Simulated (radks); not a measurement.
Values are calculated unless marked as measured or tabulated.
Q: Cr+, configuration [Ar] 3d5 (the NIST ground configuration). Code: a radial shooting solver on a logarithmic mesh with Libxc functionals. Model: scalar-relativistic Kohn-Sham, Slater X-alpha with alpha = 0.667, spin-unpolarised, spherical densities, finite nucleus; Fermi nuclear charge, rms radius 3.6452 fm. Some entries of the table are withheld. Estimate them.

| orbital | occ. | eigenvalue (eV) | <r^2> (bohr^2) |
|---|---|---|---|
| 1s | 2 | -5871.668 | (1) |
| 2s | 2 | (2) | (3) |
| 2p | 6 | -565.6031 | (4) |
| 3s | 2 | (5) | 0.9480 |
| 3p | 6 | -51.1653 | 1.113 |
| 3d | 5 | -8.9590 | (6) |

A: 
(1) 1s <r^2> (bohr^2): 0.005451
(2) 2s eigenvalue (eV): -670.7937
(3) 2s <r^2> (bohr^2): 0.1021
(4) 2p <r^2> (bohr^2): 0.08341
(5) 3s eigenvalue (eV): -79.3351
(6) 3d <r^2> (bohr^2): 2.841
